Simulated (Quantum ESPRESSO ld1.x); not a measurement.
Problem. Species: the aluminium ion Al+. Configuration: [Ne] 3s0.5 3p1.5 (fractional occupations, a model configuration). All-electron calculation, Dirac Kohn-Sham, LDA (Slater exchange, Perdew-Zunger correlation), spin-unpolarised, spherical densities, point nucleus; open shells are shared between the two j in proportion to 2j + 1. Program: ld1.x of Quantum ESPRESSO 7.5. Some entries of the table are withheld. Estimate them.

| orbital | occ. | eigenvalue (eV) | r(max) (bohr) |
|---|---|---|---|
| 1s1/2 | 2 | -1515.28 | 0.07862 |
| 2s1/2 | 2 | -118.366 | (1) |
| 2p1/2 | 2 | -80.8595 | 0.4262 |
| 2p3/2 | 4 | -80.4170 | 0.4278 |
| 3s1/2 | 0.5 | -16.0916 | (2) |
| 3p1/2 | 0.5 | (3) | (4) |
| 3p3/2 | 1 | (5) | (6) |

Solution. 
(1) 2s1/2 r(max) (bohr): 0.4980
(2) 3s1/2 r(max) (bohr): 1.970
(3) 3p1/2 eigenvalue (eV): -10.1795
(4) 3p1/2 r(max) (bohr): 2.339
(5) 3p3/2 eigenvalue (eV): -10.1527
(6) 3p3/2 r(max) (bohr): 2.344
